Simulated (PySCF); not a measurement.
This script is equivalent to a calculation on Be²⁺ (beryllium, charge +2).

```python
from pyscf import gto, scf, dft, mp, cc
import basis_set_exchange as bse
mol = gto.M(atom="Be 0 0 0", charge=2, spin=0, symmetry="D2h",
            basis=gto.basis.parse(bse.get_basis("cc-pVDZ", elements=["Be"], fmt="nwchem", header=False)))
mf = scf.UHF(mol)
mf.irrep_nelec = {'Ag': (1, 1)}
mf.kernel()
```

(1) What total energy does it give?

(2) Which occupied shell lies highest, and where?

Results:

(1) -13.61079 hartree (calculated).

(2) 1s, at -154.24 eV.
